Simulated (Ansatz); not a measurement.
Geometry optimisation, RKS PBE0-D4/6-31G* (Ansatz 0.2.0).

The input (input.yaml):

```yaml
crystal:
  periodic: [false, false, false]
  atoms:
    - { symbol: C, position_ang: [0.11403, 1.93029, -0.99572] }
    - { symbol: C, position_ang: [-0.14729, 0.96242, -0.11692] }
    - { symbol: Si, position_ang: [0.1927, -0.79314, -0.17408] }
    - { symbol: "N", position_ang: [-0.31635, -1.48727, 1.29084] }
    - { symbol: H, position_ang: [0.60879, 1.84809, -1.96177] }
    - { symbol: H, position_ang: [-0.18815, 2.94393, -0.75471] }
    - { symbol: H, position_ang: [0.68499, -2.01581, -0.84948] }
    - { symbol: H, position_ang: [-0.23184, -2.45725, 1.537] }
    - { symbol: H, position_ang: [-0.71689, -0.93126, 2.02485] }
basis:
  gaussian: { orbitals: "6-31G*" }
hamiltonian:
  xc: pbe0
  dispersion: d4
relax:
  f_tol: 0.015
  max_steps: 40
output:
  orbitals: {}
```

Command:

```bash
$ ansatz run input.yaml --threads 1 --pin off --max-ram 2048MiB --backend cpu --events-out ev --progress --plain --runs-dir out
```

Q: Where does it end, and by what steps?

A: It converged. After 21 steps the energy has fallen by 1.068 eV; H5 moved furthest, 1.19 Å.

```csv
step,energy less start (eV),largest force component (eV/Å),accepted
0,0.0000,1.122,yes
1,-0.0660,0.591,yes
2,-0.1307,1.032,yes
3,-0.3068,1.099,yes
4,-0.5120,0.949,yes
5,-0.7459,0.882,yes
6,-0.8965,0.897,yes
7,-0.9955,0.977,yes
8,-0.9972,0.762,yes
9,-1.0110,0.682,yes
10,-1.0099,0.741,no
11,-1.0488,0.132,yes
12,-1.0550,0.118,yes
13,-1.0619,0.228,yes
14,-1.0598,0.254,no
15,-1.0649,0.087,yes
16,-1.0677,0.034,yes
17,-1.0677,0.070,yes
18,-1.0679,0.072,yes
19,-1.0679,0.037,yes
20,-1.0667,0.066,no
21,-1.0682,0.011,yes
```

```xyz
9
Properties=species:S:1:pos:R:3
C 0.241 1.939 -0.974
C 0.188 0.673 -0.624
Si -0.127 -0.925 -0.200
N -0.378 -1.515 1.391
H 1.192 2.460 -1.119
H -0.650 2.548 -1.149
H -0.060 -2.024 -1.182
H 0.165 -2.301 1.723
H -0.571 -0.857 2.133
```

Whether the end is a true minimum wasn't checked by a vibrational analysis.

The run took 68 s on 1 thread of Arm Neoverse V1, on a shared host, peak memory 0.15 GiB.
